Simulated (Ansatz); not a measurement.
Isomers of Rb₂Pb₂Br₆ (singlet), relaxed with PBE-D4/def2-SVP; total energies from Ansatz at PBE0-D4/def2-SVP.

```json
{"isomer": "A", "description": "point group not assigned; 8 × Br–Rb 3.20 to 3.72 Å; 6 × Br–Pb 2.73 to 2.97 Å", "energy (Eh)": "-15875.80585"}
{"isomer": "B", "description": "point group not assigned; 8 × Br–Pb 2.84 to 3.15 Å; 7 × Br–Rb 3.24 to 3.60 Å", "energy (Eh)": "-15875.81442"}
```

In the def2 sets Pb, Rb take a core potential; there is no spin–orbit coupling.

The isomers come from a short search, and lower ones may exist.

Work out the relative energies (1 Eh = 2625.5 kJ/mol) and the Boltzmann populations at 800 K from electronic energies alone (R = 8.314 J/mol/K).

ΔE: A 22.5, B 0.0 kJ/mol. RT = 6.65 kJ/mol. Factors exp(−ΔE/RT): A 0.0339, B 1; sum 1.034. Populations: A 3.3 %, B 96.7 %. Zero-point energy, vibrational entropy and symmetry numbers are left out and can shift these; an error of 4 kJ/mol changes a ratio by a factor of 1.8. Over the other density-functional and correlated levels in def2 sets, the gap between B and A ranges from 22 to 24 kJ/mol.
